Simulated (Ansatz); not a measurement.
`O=C[SiH2][SiH3]` + `[SiH3]O[SiH2]Br` → `[SiH3]O[SiH2][SiH3]` + `O=C[SiH2]Br`  (redistribution)

Gas-phase electronic energies from Ansatz, PBE0-D4/def2-TZVP geometries. CCSD(T)/CBS is the MP2 limit (def2-TZVPP, def2-QZVPP) plus CCSD(T) − MP2 in def2-TZVPP, frozen cores. DFT in def2-TZVPP. HSE06 is defined as in plane-wave codes. For Br outer-core shells are correlated without core-valence functions, which leaves a few kJ/mol of doubt a bond. Scalar relativity is left out up to krypton. One conformer a species, not always the lowest.

```json
{"level": "LDA (SPW92)", "ΔE (kcal/mol)": "5.7", "difference from CCSD(T)/CBS": "0.5"}
{"level": "PBE-D4", "ΔE (kcal/mol)": "5.3", "difference from CCSD(T)/CBS": "0.1"}
{"level": "PBE0-D4", "ΔE (kcal/mol)": "5.3", "difference from CCSD(T)/CBS": "0.1"}
{"level": "r2SCAN0-D4", "ΔE (kcal/mol)": "5.6", "difference from CCSD(T)/CBS": "0.4"}
{"level": "HSE06-D4", "ΔE (kcal/mol)": "5.3", "difference from CCSD(T)/CBS": "0.1"}
{"level": "ωB97X-V", "ΔE (kcal/mol)": "4.9", "difference from CCSD(T)/CBS": "-0.3"}
{"level": "PBE", "ΔE (kcal/mol)": "5.5", "difference from CCSD(T)/CBS": "0.3"}
{"level": "revPBE", "ΔE (kcal/mol)": "5.4", "difference from CCSD(T)/CBS": "0.2"}
{"level": "BLYP", "ΔE (kcal/mol)": "5.3", "difference from CCSD(T)/CBS": "0.1"}
{"level": "r2SCAN0", "ΔE (kcal/mol)": "5.7", "difference from CCSD(T)/CBS": "0.5"}
{"level": "LC-ωPBE", "ΔE (kcal/mol)": "5.0", "difference from CCSD(T)/CBS": "-0.2"}
{"level": "RPA@PBE/def2-TZVPP", "ΔE (kcal/mol)": "4.6", "difference from CCSD(T)/CBS": "-0.6"}
{"level": "CCSD/def2-SVP", "ΔE (kcal/mol)": "4.9", "difference from CCSD(T)/CBS": "-0.3"}
{"level": "SCS-MP2/def2-TZVPP", "ΔE (kcal/mol)": "5.1", "difference from CCSD(T)/CBS": "-0.1"}
{"level": "CCSD/def2-TZVPP", "ΔE (kcal/mol)": "5.1", "difference from CCSD(T)/CBS": "-0.1"}
{"level": "MP2/CBS(def2)", "ΔE (kcal/mol)": "5.4", "difference from CCSD(T)/CBS": "0.2"}
{"level": "CCSD(T)/CBS", "ΔE (kcal/mol)": "5.2", "difference from CCSD(T)/CBS": "0"}
```

Largest T1 diagnostic among the species: 0.016.

Leaving LDA and LC-ωPBE aside and taking each functional with its dispersion term where it has one, the values, not all of them listed here, spread over 0.8 kcal/mol, from ωB97X-V to r2SCAN-D4.
